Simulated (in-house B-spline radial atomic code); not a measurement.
## The carbon ion C⁺: [He] 2s2 6d1 (an excited or competing configuration)

Method: Dirac-Hartree-Fock, average of configuration, Fermi nucleus of rms radius 2.4702 fm. Calculated with a B-spline radial code for spherical atoms.

Effective charges: Z_r = [3n² - l(l+1)]/(2<r>) from the radius, Z_e = n√(-2ε) from the energy, and Slater's rules. Values are occupation-weighted means over j.

| shell | electrons | ε (eV) | <r> (bohr) | Z_r | Z_e | Slater |
| --- | --- | --- | --- | --- | --- | --- |
| 1s | 2 | -342.83 | 0.2673 | 5.61 | 5.02 | 5.70 |
| 2s | 2 | -44.568 | 1.372 | 4.37 | 3.62 | 3.95 |
| 6d | 1 | -1.5401 | 24.97 | 2.04 | 2.02 | 2.00 |

The least bound orbital is 6d5/2 at -1.54 eV, and it is also the most diffuse (<r> = 24.97 bohr).

Spin-orbit splittings of the orbital energies (j = l + 1/2 above j = l - 1/2 when positive): 6d 1.488e-05 eV.

For the 1s electron the small component carries 0.0429 % of the norm, the zero-frequency Breit interaction raises the level by 0.06954 eV, self-energy by 0.02258 eV, and vacuum polarisation lowers it by 0.0009896 eV.
